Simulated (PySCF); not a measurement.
Question: Write Cartesian coordinates for `C1(=C[C@@H]2C=C[C@H]1C2)B(C)C` as optimised with PBE0-D3(BJ)/def2-SVP.

Answer: 
```xyz
23
C9H13B angstrom
C     -2.2729    0.9898   -1.1399
B     -1.5581    0.2431    0.0520
C     -2.3692   -0.1004    1.3572
C     -0.0660   -0.1490   -0.0998
C      0.7520   -0.6465    0.8543
C      2.1568   -0.7835    0.2742
C      2.6504    0.6390   -0.0241
C      1.8658    1.1276   -0.9897
C      0.8465    0.0402   -1.3357
C      1.7562   -1.1974   -1.1634
H     -3.2924    1.3403   -0.9217
H     -2.3317    0.3018   -2.0041
H     -1.6727    1.8457   -1.4947
H     -2.7651    0.8318    1.7988
H     -3.2646   -0.6880    1.0853
H     -1.8222   -0.6495    2.1367
H      0.4871   -0.8756    1.8887
H      2.8508   -1.4289    0.8274
H      3.4488    1.1448    0.5198
H      1.8814    2.1291   -1.4214
H      0.3262    0.1602   -2.2944
H      2.6103   -1.2158   -1.8572
H      1.2047   -2.1494   -1.2040
```

Any rigid rotation of these coordinates is as good. Atoms count from 1 in this order. The 5-membered ring C6–C7–C8–C9–C10 has internal angles of 92.4° to 107.1°; it is puckered, 0.27 Å rms from its mean plane, widest ring torsion 54°. Of the pairs four or more bonds apart, H16···H17 is among the closest relative to their van der Waals radii: 2.33 Å, 97 % of the sum of Bondi's values. The 5-membered ring C4–C5–C6–C10–C9 has internal angles of 92.4° to 108.8°; it is puckered, 0.27 Å rms from its mean plane, widest ring torsion 55°. The C–C distances run from 1.337 Å (C7=C8, drawn double) to 1.549 Å (C6–C10, drawn single), a spread of 0.212 Å.

Bonds between heavy atoms (Å): C1–B2 1.578, B2–C3 1.575, B2–C4 1.550, C4=C5 1.352, C5–C6 1.526, C6–C7 1.535, C7=C8 1.337, C8–C9 1.530, C9–C10 1.546, C4–C9 1.548, C6–C10 1.549.

Theory: PySCF 2.14.0, PBE0-D3(BJ)/def2-SVP geometry optimisation, gas phase.

Point group: C1 (no symmetry element, even within 0.4 Å). Stationary, but not proved a minimum.

The run took 7.1 min of wall time on Arm Neoverse N1, one thread, shared host with 64 logical CPUs at a one-minute load of 28, and the process peaked at 1.0 GiB of memory. That covers the optimisation of the geometry.
